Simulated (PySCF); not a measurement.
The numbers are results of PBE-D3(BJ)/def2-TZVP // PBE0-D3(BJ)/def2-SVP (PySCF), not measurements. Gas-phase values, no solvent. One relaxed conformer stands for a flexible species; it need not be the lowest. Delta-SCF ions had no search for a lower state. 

Reference species (SMILES): `B[C@]12CC[C@](S)(CC1)C2` (neutral, multiplicity 1).

| Item | Value |
|---|---|
| LUMO | -2.39 eV |
| vertical ionisation energy (Delta-SCF) | 8.33 eV |
| HOMO–LUMO gap | 3.06 eV |

Changed species: `[C@H]12C[C@H]([C@@H](C2)[C@H](S)C1)B`.

Q: Predict the effect on the LUMO, vertical ionisation energy (Delta-SCF) and HOMO–LUMO gap.

A: the LUMO rises by 0.18 eV, to -2.21 eV; the vertical ionisation energy (Delta-SCF) increases by 0.15 eV, to 8.48 eV; the HOMO–LUMO gap goes up by 0.27 eV, to 3.33 eV.
